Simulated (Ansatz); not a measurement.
Start from `[GaH2][C]1=NC1` and change one atom or group to get `COC1=NC1`.

Ansatz, PBE0-D4/def2-TZVP geometries, multiplicity 1. 

Scalar relativity is left out up to krypton.

```csv
property,`[GaH2][C]1=NC1`
LUMO energy (PBE0/def2-TZVPP) / eV,-2.07
zero-point energy (PBE0-D4/def2-TZVP) / kJ/mol,128.1
size of the dipole moment (PBE/def2-TZVPP) / D,2.11
HOMO energy (PBE/def2-TZVPP) / eV,-6.04
HOMO–LUMO gap (B3LYP/def2-TZVPP) / eV,4.66
HOMO–LUMO gap (ωB97M-V/def2-TZVPP) / eV,9.07
```

Question: Give the same properties after the change, and the shifts. (Best estimate.)

Answer: Ansatz gave: 
| property | `COC1=NC1` | shift |
| --- | --- | --- |
| LUMO energy (PBE0/def2-TZVPP) / eV | 0.79 | 2.86 |
| zero-point energy (PBE0-D4/def2-TZVP) / kJ/mol | 208.1 | 80.0 |
| size of the dipole moment (PBE/def2-TZVPP) / D | 1.99 | -0.12 |
| HOMO energy (PBE/def2-TZVPP) / eV | -6.38 | -0.34 |
| HOMO–LUMO gap (B3LYP/def2-TZVPP) / eV | 7.98 | 3.32 |
| HOMO–LUMO gap (ωB97M-V/def2-TZVPP) / eV | 12.80 | 3.73 |

With PBE0 the HOMO falls by 0.45 eV and the LUMO rises by 2.86 eV, so the gap widens by about 3.31 eV. PBE moves the HOMO by -0.34 eV and ωB97M-V by -0.51 eV. The zero-point energy changes by 80.0 kJ/mol with +6 modes. Dipoles are sizes alone; their direction can turn.

B3LYP here is the variant with VWN-RPA as its local correlation; programs differ in this.
